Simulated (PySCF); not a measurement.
## Working out the excitation energy of As

As [Ar] 3d10 4s2 4p3 (4S) → As [Ar] 3d10 4s1 4p4 (4P). All numbers are calculated (PySCF 2.14, the non-relativistic Hamiltonian (point nucleus), in def2-TZVPPD). Frozen: [Ne]. Energies in hartree (1 hartree = 27.21139 eV):

```tsv
part	As (lower)	As (upper)
UHF	-2234.194503	-2233.892403
MP2 opposite-spin	-0.198084	-0.192867
MP2 same-spin	-0.100713	-0.098436
```

Q: What does Hartree-Fock give?

A: (-2233.892403) − (-2234.194503) = 0.302100 hartree = 8.221 eV.

Q: What do MP2 and SCS-MP2 (6/5 opposite-spin, 1/3 same-spin) give?

A: The opposite-spin parts differ by 0.142 eV and the same-spin parts by 0.062 eV. MP2: 8.221 + (0.142) + (0.062) = 8.425 eV. SCS-MP2: 8.221 + 1.2 × (0.142) + (0.062)/3 = 8.412 eV.

The calculation is non-relativistic.
